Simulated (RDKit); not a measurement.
RDKit input (MMFF94):

```python
from rdkit import Chem
from rdkit.Chem import AllChem, rdDetermineBonds

mol = Chem.MolFromXYZFile('mol.xyz')
rdDetermineBonds.DetermineBonds(mol, charge=0)
print('SMILES', Chem.MolToSmiles(Chem.RemoveHs(mol)))
ff = AllChem.MMFFGetMoleculeForceField(mol, AllChem.MMFFGetMoleculeProperties(mol))
e0 = ff.CalcEnergy()
flag = ff.Minimize(maxIts=5000, forceTol=1e-5)
print(f'energy {e0:.4f} -> {ff.CalcEnergy():.4f} kcal/mol, converged: {flag == 0}')
print(Chem.MolToXYZBlock(mol))
```
mol.xyz:
```
10

C     -2.18694900     0.00139300    -0.09965900
C     -1.01554500     0.13472500     0.50215900
C      0.18687600    -0.72080900     0.19186800
C      1.35066900     0.07601700    -0.19353400
N      2.25909500     0.71584600    -0.48834400
H     -3.02917900     0.62672000     0.16475400
H     -2.34798900    -0.73536300    -0.87816000
H     -0.87406900     0.88651900     1.27090500
H     -0.03978100    -1.42309600    -0.61290200
H      0.46704700    -1.31365300     1.06880700
```

Output:

```
SMILES C=CCC#N
energy 24.2261 -> 23.5384 kcal/mol, converged: True
10

C     -2.186722    0.006837   -0.114021
C     -1.003281    0.113534    0.505710
C      0.199132   -0.737073    0.200743
C      1.341052    0.096896   -0.204686
N      2.252113    0.745097   -0.518234
H     -3.015566    0.654481    0.158839
H     -2.361351   -0.716527   -0.905042
H     -0.890731    0.857826    1.293241
H     -0.025089   -1.463584   -0.588676
H      0.460619   -1.309187    1.098021
```

The geometry given is a B3LYP-D3(BJ)/def2-TZVP minimum.
